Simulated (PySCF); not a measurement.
Structure with atom numbers: `[CH2:1]=[CH:2][S:3][SiH3:4]` (H(Xn): hydrogen on atom n). Ha(C1) is cis to S3; Hb(C1) is trans to S3.

Geometry: PBE0-D3(BJ)/def2-SVP; GIAO shifts from PySCF, gas phase, non-relativistic, averaged over equivalent atoms.

At PBE0/pcSseg-1 (112 basis functions, 11 s wall time on 1 thread of an Arm Neoverse N1, shared host):
| atoms | δ (ppm) |
| --- | --- |
| C2 | 139.9 |
| C1 | 118.7 |
| S3 | -100.6 |
| Si4 | -60.3 |
| H(C2) | 6.30 |
| Hb(C1) | 5.52 |
| Ha(C1) | 5.15 |
| H(Si4) | 4.56 |

Shifts are taken against calculated references (same method and geometry level): $^{13}$C (σ = 184.41 ppm), $^{29}$Si (σ = 351.99 ppm), $^{1}$H (σ = 31.27 ppm) against TMS; $^{33}$S (σ = 495.66 ppm) vs CS2.

Task: Predict the values at HF/pcSseg-2 on the same geometry.

Result: 
| atoms | δ at HF/pcSseg-2 | change |
| --- | --- | --- |
| C2 | 144.2 | +4.3 |
| C1 | 120.8 | +2.1 |
| S3 | -122.8 | -22.2 |
| Si4 | -56.1 | +4.2 |
| H(C2) | 6.55 | +0.25 |
| Hb(C1) | 5.43 | -0.09 |
| Ha(C1) | 5.21 | +0.06 |
| H(Si4) | 4.31 | -0.25 |

Chemical shifts δ = σref − σ; TMS for $^{13}$C (σref 191.47) and $^{29}$Si (σref 382.96) and $^{1}$H (σref 31.68); CS2 for $^{33}$S (σref 522.21), all at this level.

The largest change is at S3 (sulfur bonded to C, Si). Cost: 242 basis functions, 18 s wall time on 1 thread of an Arm Neoverse N1, shared host.
